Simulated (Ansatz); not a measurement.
Start from `CC1=C[SiH2]1` and change one atom or group to get `C1=C[SiH2]1`.

Ansatz, PBE0-D4/def2-TZVP geometries, multiplicity 1. 

| property | `CC1=C[SiH2]1` |
| --- | --- |
| ideal-gas entropy at 298 K and 1 bar (rigid rotor, harmonic PBE0-D4/def2-TZVP) / J/(mol·K) | 300 |
| size of the dipole moment (PBE/def2-TZVPP) / D | 1.05 |
| size of the dipole moment (ωB97M-V/def2-TZVPP) / D | 0.85 |
| HOMO–LUMO gap (PBE0/def2-TZVPP) / eV | 7.34 |
| LUMO energy (PBE0/def2-TZVPP) / eV | 0.10 |
| zero-point energy (PBE0-D4/def2-TZVP) / kJ/mol | 196.9 |

Problem. Give the same properties after the change, and the shifts. (An estimate is asked.)

Solution. Ansatz gave: 
```csv
property,`C1=C[SiH2]1`,shift
"ideal-gas entropy at 298 K and 1 bar (rigid rotor, harmonic PBE0-D4/def2-TZVP) / J/(mol·K)",258,-42
size of the dipole moment (PBE/def2-TZVPP) / D,0.52,-0.53
size of the dipole moment (ωB97M-V/def2-TZVPP) / D,0.37,-0.48
HOMO–LUMO gap (PBE0/def2-TZVPP) / eV,7.23,-0.11
LUMO energy (PBE0/def2-TZVPP) / eV,-0.26,-0.36
zero-point energy (PBE0-D4/def2-TZVP) / kJ/mol,122.9,-74.0
```

With PBE0 the HOMO falls by 0.25 eV and the LUMO falls by 0.36 eV, so the gap narrows by about 0.11 eV. PBE moves the HOMO by -0.24 eV and ωB97M-V by -0.25 eV. The zero-point energy changes by -74.0 kJ/mol with -9 modes. Dipoles are sizes alone; their direction can turn.
